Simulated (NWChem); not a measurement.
System meant: C$_{2}$H$_{5}$S, doublet; SMILES C[CH]S

NWChem input:

```
start job
memory heap 200 mb stack 900 mb global 1100 mb
geometry units angstroms noautoz
  C      0.256800     1.664799    -0.033969
  C     -0.585565     0.447493     0.081384
  S      0.043976    -1.162550    -0.056839
  H      0.607725     1.844272    -1.070216
  H     -0.304953     2.557903     0.279349
  H      1.159421     1.600461     0.598814
  H     -1.666062     0.497272    -0.078279
  H      1.305462    -0.896892     0.353411
end
basis spherical
  * library def2-svp
end
dft
  odft
  mult 3
  xc pbe0
  iterations 150
  mulliken
end
task dft energy
```

End of the output:

```
 Summary of "ao basis" -> "" (spherical)
 ------------------------------------------------------------------------------
       Tag                 Description            Shells   Functions and Types
 ---------------- ------------------------------  ------  ---------------------
 *                          def2-svp                  on all atoms

                                 NWChem DFT Module
                                 -----------------

 Summary of "ao basis" -> "ao basis" (spherical)
 ------------------------------------------------------------------------------
       Tag                 Description            Shells   Functions and Types
 ---------------- ------------------------------  ------  ---------------------
 C                          def2-svp                 6       14   3s2p1d
 S                          def2-svp                 8       18   4s3p1d
 H                          def2-svp                 3        5   2s1p

 Summary of "ao basis" -> "ao basis" (spherical)
 ------------------------------------------------------------------------------
       Tag                 Description            Shells   Functions and Types
 ---------------- ------------------------------  ------  ---------------------
 C                          def2-svp                 6       14   3s2p1d
 S                          def2-svp                 8       18   4s3p1d
 H                          def2-svp                 3        5   2s1p

  number of electrons :                   33
  multiplicity        :                    3
 ------------------------------------------------------------------------
  no. of electrons and multiplicity not compatible                  33
 ------------------------------------------------------------------------
 ------------------------------------------------------------------------
  current input line :
    23: task dft energy
 ------------------------------------------------------------------------
 ------------------------------------------------------------------------
 There is an error in the input file
 ------------------------------------------------------------------------
 For more information see the NWChem manual at https://nwchemgit.github.io

0: no. of electrons and multiplicity not compatible:Received an Error in Communication
```

Q: Can this run be used? If not, why, and what is the fix?

A: The input was rejected before any calculation. Cause: the multiplicity doesn't fit the number of electrons (an even count wants an odd multiplicity, and the reverse). This input runs:
```
start job
memory heap 200 mb stack 900 mb global 1100 mb
geometry units angstroms noautoz
  C      0.256800     1.664799    -0.033969
  C     -0.585565     0.447493     0.081384
  S      0.043976    -1.162550    -0.056839
  H      0.607725     1.844272    -1.070216
  H     -0.304953     2.557903     0.279349
  H      1.159421     1.600461     0.598814
  H     -1.666062     0.497272    -0.078279
  H      1.305462    -0.896892     0.353411
end
basis spherical
  * library def2-svp
end
dft
  odft
  mult 2
  xc pbe0
  iterations 150
  mulliken
end
task dft energy
```
It converges to -476.93653 Ha (PBE0/def2-SVP, spin-unrestricted).
